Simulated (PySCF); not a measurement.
Two species compared at the same levels of theory.

First species: C5H5FO.
InChI=1S/C5H5FO/c1-3-4(2)5(6)7/h3H,1-2H2

Second species: C5H5O3P.
InChI=1S/C5H5O3P/c1-7-5(6)4-2-8-3-9-4/h2-3H,1H3

Levels: wB97X-D/def2-SVPD for dipole moment, HOMO energy, LUMO energy, HOMO–LUMO gap, static isotropic polarisability and electronic spatial extent ⟨r²⟩ about the centre of nuclear charge; TDDFT wB97X-D/def2-SVPD for lowest singlet excitation; TDA wB97X-D/def2-SVPD for lowest triplet excitation (Tamm–Dancoff); GFN2-xTB for rotational constant A and rotational constant C. Geometries: GFN2-xTB. All species are isolated and taken at one optimised geometry, non-relativistic unless stated. Electronic properties by PySCF.

The conformers computed, where there is a choice (atom-mapped SMILES and torsion angles):
- `[CH2:1]=[CH:2][C:3](=[CH2:4])[C:5](=[O:6])[F:7]`: C1–C2–C3–C4 180°, C2–C3–C5–O6 0°
- `[CH3:1][O:2][C:3](=[O:4])[c:5]1[cH:6][o:7][cH:8][p:9]1`: C1–O2–C3–O4 0°, O2–C3–C5–C6 180°

(1) Which of the two has the higher dipole moment, and by how much?

(2) Which of the two has the higher HOMO energy, and by how much?

(3) Which of the two has the higher LUMO energy, and by how much?

(4) Which of the two has the higher S1 energy, and by how much?

(5) Which has the higher ⟨r²⟩?

(6) Which of the two has the higher rotational constant A, and by how much?

(7) Which of the two has the higher rotational constant C, and by how much?

(8) Which has the higher T1 energy?

Results:

(1) The first: 3.29 D against 1.05 D, a difference of 2.24 D.

(2) The second: -9.05 eV against -9.33 eV, a difference of 0.28 eV.

(3) The second: 0.42 eV against -0.52 eV, a difference of 0.94 eV.

(4) The second: 5.30 eV against 5.03 eV, a difference of 0.27 eV.

(5) The second: 1432 bohr² against 734 bohr², a difference of 698 bohr².

(6) The first: 4.149 GHz against 3.271 GHz, a difference of 0.878 GHz.

(7) The first: 1.545 GHz against 0.754 GHz, a difference of 0.791 GHz.

(8) The second: 3.38 eV against 3.06 eV, a difference of 0.32 eV.

On the first: In wavenumbers S1 is 40600 cm⁻¹ (1 eV = 8065.54 cm⁻¹). The vertical singlet–triplet gap S1 − T1 is 1.97 eV (TDDFT singlet less Tamm–Dancoff triplet; S1: HOMO→LUMO, weight 0.94; T1: HOMO→LUMO, weight 0.86). GFN2-xTB frequencies show an imaginary mode (21i cm⁻¹), so this geometry is no minimum at that level.

On the second: The vertical singlet–triplet gap S1 − T1 is 1.92 eV (TDDFT singlet less Tamm–Dancoff triplet; S1: HOMO−2→LUMO, weight 0.67; T1: HOMO→LUMO+1, weight 0.59, beside HOMO→LUMO, weight 0.35). The principal polarisabilities are 59.7, 95.4 and 115.0 au; their mean is the isotropic value.
